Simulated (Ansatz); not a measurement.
**Question.** Name a neutral molecule of Al, B, C, Si and H with HOMO–LUMO gap (PBE/def2-TZVPP) between 3.25 and 3.55 eV and HOMO energy (B3LYP/def2-TZVPP) between -7.40 and -7.10 eV (Ansatz, PBE0-D4/def2-TZVP geometry).

**Answer.** `[AlH2][C]1([SiH3])BC1` (3.53 eV, -7.23 eV). Other molecules can fit too; these were computed, each in one conformer that needn't be the lowest.

B3LYP here is the variant with VWN-RPA as its local correlation; programs differ in this.
